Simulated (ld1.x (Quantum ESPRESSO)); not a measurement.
**Ce TM: all-electron and pseudo phase curves**

- Element: Ce
- Generator: ld1.x (Quantum ESPRESSO) 7.5
- Type: norm-conserving Troullier–Martins (Kleinman–Bylander form)
- Functional: LDA (PZ)
- Relativity: scalar-relativistic
- Frozen core: [Xe]
- Valence charge: 4
- Reference configuration: 4f1 5d1 6s1.75 6p0.25
- Partial waves: 6s (bound): rc 2.80 bohr; 5d (bound): rc 3.90 bohr; 4f (bound): rc 1.50 bohr; 6p (bound): rc 3.85 bohr
- Local potential: the p channel
- Core correction: none

The phase is arctan(r·u′/u) with u = r·R(r), unwrapped; energies in Ry, scanned from -2 to 5 Ry. A pole is an energy at which the radial function vanishes at the test radius. The pseudo phase is shifted by a multiple of π to meet the all-electron one at the reference energy, and phase errors are pseudo minus all-electron; the curves can meet again beyond the range given. Levels narrower than the energy grid can be missing from the lists of poles. n/a: not evaluated, since a narrow level or a reset projector energy made the automatic matching unsafe.

```
channel  radius (bohr)  reference energy (Ry)  poles, all-electron      poles, pseudo  unbroken range about the reference energy with phases within 0.05 rad  phase error 1 Ry above the reference energy (rad)
      s           4.25                  -0.30           0.43, 3.91  -0.18, 0.80, 3.38                                                           -0.4 to -0.2                                             -3.053
      p           4.25                  -0.11    -1.72, 1.07, 4.74         0.79, 2.66                                                            -1.6 to 0.5                                             -0.087
      d           4.25                  -0.25          -0.07, 2.32        -0.06, 3.38                                                              below 0.3                                             +0.325
      f           4.25                  -0.43           1.53, 4.24               2.73                                                                    n/a                                                n/a
```

Note: ghost state, extra bound levels that the all-electron valence spectrum of the same l lacks: s at -2.21 eV. A true bound ghost makes a file unfit for plane-wave use.

Phases in the f channel:

```tsv
E (Ry)	all-electron	pseudo
-2.00	1.414	1.416
-1.76	1.405	1.407
-1.52	1.394	1.397
-1.28	1.381	1.385
-1.04	1.364	1.371
-0.80	1.341	1.351
-0.56	1.299	1.314
-0.32	-1.833	-1.810
-0.08	-1.909	-1.866
0.16	-2.024	-1.929
0.40	-2.299	-2.031
0.64	-3.243	-2.232
0.88	-4.234	-2.724
1.12	-4.529	-3.652
1.36	-4.655	-4.207
1.60	-4.735	-4.430
1.84	-4.803	-4.541
2.08	-4.882	-4.609
2.32	-5.016	-4.655
2.56	-5.406	-4.691
2.80	-6.872	-4.721
3.04	-7.503	-4.750
3.28	-7.669	-4.779
3.52	-7.745	-4.812
3.76	-7.792	-4.857
4.00	-7.826	-4.926
4.24	-7.854	-5.065
4.48	-7.879	-5.519
4.72	-7.905	-6.967
4.96	-7.935	-7.503
```
